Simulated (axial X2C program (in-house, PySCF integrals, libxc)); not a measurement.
## Worked dissociation energy of SrZn: MP2, 2c

Calculated with an axial X2C code built on PySCF integrals. Two-component (2c) means X2C with spin–orbit coupling and atomic mean-field two-electron Coulomb and Gaunt terms. Basis: Sr dyall-cv3z [13s12p8d5f1g], Zn dyall-cv3z [9s10p6d3f2g] (cores contracted in-house); Gaussian nuclei, density fitting, unrestricted open shells. Masses: Sr 87.906 u, Zn 63.929 u.

Molecular state: Ω = 0 (closed shell).

Correlated methods: 14 electrons correlated (number of frozen shells: Sr 4 s, 3 p, 1 d; Zn 3 s, 2 p), 312 virtual spin orbitals or spinors in MP2.

| Quantity | Value |
| --- | --- |
| E(Sr) (2M_J = 0) | -3176.196315 hartree |
| E(Zn) (2M_J = 0) | -1794.301878 hartree |
| E(SrZn) at Re | -4970.499512 hartree |
| ωe | 22.3 cm⁻¹ |
| ωexe | 0.507 cm⁻¹ |

(1) Work out De and D0.

The state is one determinant whose occupation by symmetry is held fixed; it was picked as the lowest of a PBE0 search that is not exhaustive. Dissociation energies refer to the lowest single-determinant-based atoms at the same level and basis. The outer-core s and p shells of the metal are frozen in the correlated rows, which leaves out core–valence correlation; for alkali and alkaline-earth bonds that tends to lengthen them. With the outer-core shells frozen, correlated bond lengths of heavy atoms tend to come out a few hundredths of an ångström too long.

The levels of this run spread widely (ωe from 22 to 59 cm⁻¹), so these constants depend on the method.

Each atomic determinant is the lowest at this level and need not be a pure J level. Totals compare only within one Hamiltonian and basis.

## Answers

(1) De = -3176.196315 + (-1794.301878) − (-4970.499512) = 0.00132 hartree = 0.036 eV. The zero-point energy is ωe/2 − ωexe/4 = 11 cm⁻¹ = 0.001 eV, so D0 = 0.035 eV.
